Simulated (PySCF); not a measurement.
Run record: geometry optimisation, `O=C(C)N([SiH3])[SiH3]`.

Method: PBE0-D3(BJ)/def2-SVP geometry optimisation, gas phase (PySCF 2.14.0). Start geometry: GFN2-xTB. The input is one job of a driver script: a line of settings, then coordinates in Å.

Input:
```
{"job": {"xc": "PBE0", "basis": "def2-SVP", "d3": "d3bj", "grid": 1, "kind": "geom"}, "charge": 0, "multiplicity": 1}
C      2.042937     0.056483    -0.189019
C      0.760674    -0.684557     0.037891
O      0.723545    -1.897693     0.228848
N     -0.412644    -0.042092     0.040725
Si    -1.588935    -1.359131     0.349246
Si    -0.649230     1.663595    -0.202994
H      2.874766    -0.641987    -0.144133
H      2.022959     0.539091    -1.163674
H      2.166142     0.824360     0.571641
H     -2.843461    -0.591016     0.341635
H     -1.378351    -1.886505     1.687047
H     -1.592632    -2.267729    -0.784858
H     -0.116729     2.017784    -1.522305
H     -2.083509     1.894442    -0.124682
H      0.070056     2.382943     0.852718
```

Output:
```
step   0  E = -789.81485546  max force = 0.022179
step   1  E = -789.82174462  max force = 0.005717
step   2  E = -789.82206031  max force = 0.002140
step   3  E = -789.82216764  max force = 0.002289
step   4  E = -789.82219479  max force = 0.001128
step   5  E = -789.82219269  max force = 0.000836
step   6  E = -789.82220107  max force = 0.000094
optimisation converged
```

Energies in Eh; «max force» is the largest Cartesian gradient component in Eh/bohr.

Task: Give the first gradient maximum in eV/Å.

Result: With 1 Eh/bohr = 51.422 eV/Å, 1.140 eV/Å.

Task: How much energy does the optimisation release, in kcal/mol?

Result: E(step 0) − E(last step) = 0.007346 Eh, which is 4.6 kcal/mol.

Summary of the converged run: final energy -789.82220 Eh after 6 steps; dipole 2.76 D.

Task: Where do the atoms end?

Result: 0.096 Å rms from the input after alignment:
```
atom  x, y, z in Å
C1     2.3569   -0.2160   -0.2357
C2     1.1211   -1.0431   -0.0022
O3     1.1637   -2.2470    0.1791
N4    -0.1070   -0.4067    0.0049
Si5   -1.3926   -1.6261    0.3026
Si6   -0.3531    1.3273   -0.2406
H7     3.2357   -0.8696   -0.2010
H8     2.3121    0.2830   -1.2165
H9     2.4539    0.5673    0.5324
H10   -2.6545   -0.8248    0.2863
H11   -1.2478   -2.2588    1.6405
H12   -1.4539   -2.6340   -0.7890
H13    0.1684    1.7511   -1.5746
H14   -1.8159    1.5803   -0.1638
H15    0.3561    2.1174    0.8104
```

Time: 47 s. Hardware: an x86-64 server with one thread, on a shared host.
Labels such as C1 count atoms from 1, the log's own numbers from 0.
